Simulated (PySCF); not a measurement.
Species: CH8N2Si.
SMILES: `N[SiH2]NC`

Theory: MP2 and CCSD/aug-cc-pVDZ in PySCF, restricted Hartree–Fock reference, frozen core, non-relativistic, gas phase, PBE0-D3(BJ)/def2-SVP geometry.

E(HF) = -440.41578 Eh.

(1) How large is the problem?

(2) What are the MP2 and CCSD correlation energies?

(3) What is the T1 diagnostic?

(4) How does correlation change the dipole moment?

Results:

(1) 168 basis functions and 42 electrons; 8 orbitals frozen, which leaves o = 13 correlated occupied and v = 147 virtual orbitals. That is o·v = 1911 singles and o·v(o·v + 1)/2 = 1826916 distinct closed-shell doubles amplitudes before symmetry; the costliest CCSD step grows as o²v⁴ = 7.9 × 10^10.

(2) MP2 -0.6253 Eh and CCSD -0.6764 Eh, which gives totals of -441.04105 and -441.09218 Eh. That is 0.708 eV for each correlated electron at CCSD (1776 kJ/mol in all, 0.153 % of the total energy); MP2 gives 92.4 % of the CCSD value.

(3) 0.0113, below the customary warning level of 0.02. It is the norm of the spatial-orbital singles amplitudes over the root of the number of correlated electrons, so the norm is 0.058.

(4) HF gives 0.74 D and CCSD (unrelaxed density) 0.79 D, a change of +0.05 D; the two vectors are 6° apart.

Connected triples and the basis-set limit are missing.

The values belong to the conformer `[CH3:1][NH:2][SiH2:3][NH2:4]`: C1–N2–Si3–N4 -153°, H–N4–Si3–N2 -150°, H–N4–Si3–N2 62°.
